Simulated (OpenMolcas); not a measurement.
Cd II: CASPT2 settings compared

```yaml
Program: OpenMolcas
Basis: ANO-RCC-VQZP [8s7p5d3f2g1h]
Scalar_Hamiltonian: DKH4, point nucleus
Active_space: 1 electron in 4 orbitals (5s 5p)
State_averaging: 2S+1 = 2 even, 1 root; 2S+1 = 2 odd, 3 roots
Spin-orbit_coupling: state interaction with AMFI integrals over the reference wave functions, term energies averaged over their components
```

Methods on the same reference wave functions:
A. CASSCF
B. SS-CASPT2, IPEA 0.75 Eh, imaginary shift 0.5 Eh (closed shells correlated: 4d)
C. XMS-CASPT2, IPEA 0.15 Eh, real shift 0.05 Eh (closed shells correlated: 4d)
D. XMS-CASPT2, IPEA 0.35 Eh, imaginary shift 0.5 Eh (closed shells correlated: 4s 4p 4d)

Energies in cm-1 above 5s 2S 1/2, the measured ground level; measured values from NIST Handbook of Basic Atomic Spectroscopic Data.

| Level | A | B | C | D | Measured |
| --- | --- | --- | --- | --- | --- |
| 5s 2S 1/2 | 0.0 | 0.0 | 0.0 | 0.0 | 0.0 |
| 5p 2P* 1/2 | 40626 | 44770 | 44788 | 45278 | 44136 |
| 5p 2P* 3/2 | 42511 | 46655 | 46673 | 47162 | 46619 |

Deviations, from unrounded energies. A percentage is the sum of absolute deviations over the sum of measured energies, with the sign that they share, or ± where signs differ.

| Against measurement | Levels | A | B | C | D |
| --- | --- | --- | --- | --- | --- |
| mean absolute deviation (cm-1) | 2 | 3800 | 340 | 350 | 840 |
| other configurations (%) | 2 | -8.4 | +0.7 | +0.8 | +1.9 |

B, C lie about equally close to measurement and A furthest from it. The largest miss of B in the table is 5p 2P* 1/2, by +630 cm-1. The ranking rests on the paired levels alone, and a cruder setting can come out closer through cancelling errors.

Among B to D the level of the table that moves most is 5p 2P* 1/2, by 510 cm-1 (lowest in B, highest in D).

The lowest spin-free term lies below A's lowest term by 0.341 hartree in B, 0.346 hartree in C, 0.619 hartree in D.

With one active electron the reference holds no correlation, so core polarisation is missing (holds for A). With one active electron, CASPT2 adds the correlation within the correlated inactive shells and between them and that electron, and leaves the splitting within a term as the reference gives it (holds for B; C; D). Computed and measured levels are paired by configuration, term and J; levels that our copy of the source lacks, or whose pairing is in doubt (as where it misses far off the trend of its configuration), stay unpaired and out of the deviations. Levels of configurations outside the active space are missing.

* marks odd parity.
